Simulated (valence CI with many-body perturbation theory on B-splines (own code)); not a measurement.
## Which ion has this spectrum?

A relativistic CI+MBPT calculation for an atom or ion with 13 electrons gives these levels (cm⁻¹):

| J | Parity | E | g |
| --- | --- | --- | --- |
| 1/2 | odd | 0 | 0.66 |
| 3/2 | odd | 725627 | 1.33 |
| 1/2 | even | 842015 | 2.29 |
| 3/2 | even | 1421704 | 1.67 |
| 5/2 | even | 1514512 | 1.37 |
| 3/2 | even | 1641560 | 0.93 |
| 1/2 | even | 1707128 | 1.19 |
| 3/2 | even | 2007178 | 0.84 |
| 5/2 | even | 2077718 | 1.30 |
| 5/2 | even | 2288621 | 1.31 |
| 1/2 | even | 2436819 | 1.84 |
| 3/2 | even | 2476955 | 1.20 |
| 3/2 | odd | 2497548 | 1.24 |
| 3/2 | odd | 2610240 | 0.54 |

The energies are calculated, and their last digits are not significant.

(1) Which is it?
A. Xe41+
B. Cs42+
C. Te39+
D. Ce45+

Answers

(1) B. Cs42+, ground level (3s^2 3p1/2) J=1/2.
